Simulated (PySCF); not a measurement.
Isomers of C2H13NOSi3 and their computed core-level spectra.

Method: delta-SCF UKS SCAN, pcX-2 on the ionised atom, pcseg-1 elsewhere, spin-free X2C in PySCF. Geometries: PBE0-D3(BJ)/def2-SVP; isolated species, one conformer each.

Line lists (1s up to Mg, 2p3/2 beyond; areas count atoms within a level, one atom standing for each set equivalent by bonding):
1. C 1s: 290.74 (area 1), 292.38 (area 1) eV; N 1s: 403.71 eV; O 1s: 537.89 eV; Si 2p3/2: 106.93 (area 2), 107.39 (area 1) eV
2. C 1s: 290.08 (area 1), 292.49 (area 1) eV; N 1s: 403.58 eV; O 1s: 538.01 eV; Si 2p3/2: 106.60 (area 1), 107.00 (area 1), 107.33 (area 1) eV
3. C 1s: 289.96 (area 1), 290.70 (area 1) eV; N 1s: 404.61 eV; O 1s: 537.42 eV; Si 2p3/2: 106.59 (area 1), 106.91 (area 1), 106.94 (area 1) eV
4. C 1s: 291.56 eV; N 1s: 404.39 eV; O 1s: 537.47 eV; Si 2p3/2: 106.30 (area 1), 106.98 (area 1), 107.22 (area 1) eV

Structures:
A. `CCO[SiH2]N([SiH3])[SiH3]`
B. `CN(C)[SiH2]O[SiH2][SiH3]`
C. `CO[SiH2]N([SiH3])[SiH2]C`
D. `CC[SiH2]O[SiH2][SiH2]N`

Problem. Match each list to its structure.

Solution. 
- 1 = A: no other candidate has these counts of sites. C 1s: 290.74 methyl carbon, 292.38 sp3 carbon bound to oxygen; N 1s: 403.71 nitrogen bridging silicon atoms; O 1s: 537.89 silyl ether oxygen; Si 2p3/2: 106.93 SiH3 silicon (×2), 107.39 oxygen-bound silicon.
- 2 = C: another candidate has the same counts of sites, so positions decide. C 1s: 290.08 Si-methyl carbon, 292.49 methoxy carbon; N 1s: 403.58 nitrogen bridging silicon atoms; O 1s: 538.01 silyl ether oxygen; Si 2p3/2: 106.60 SiH2 silicon, 107.00 SiH3 silicon, 107.33 oxygen-bound silicon.
- 3 = D: another candidate has the same counts of sites, so positions decide. C 1s: 289.96 sp3 carbon bound to silicon, 290.70 methyl carbon; N 1s: 404.61 silicon-bound nitrogen; O 1s: 537.42 siloxane oxygen; Si 2p3/2: 106.59 SiH2 silicon, 106.91 oxygen-bound silicon, 106.94 oxygen-bound silicon.
- 4 = B: no other candidate has these counts of sites. C 1s: 291.56 N-methyl carbon (×2); N 1s: 404.39 silicon-bound nitrogen; O 1s: 537.47 siloxane oxygen; Si 2p3/2: 106.30 SiH3 silicon, 106.98 oxygen-bound silicon, 107.22 oxygen-bound silicon.

2p3/2 and 2p1/2 are the ΔSCF energy of one spin-free 2p hole plus the eigenvalues of a spin–orbit and ligand-field matrix of the shell.
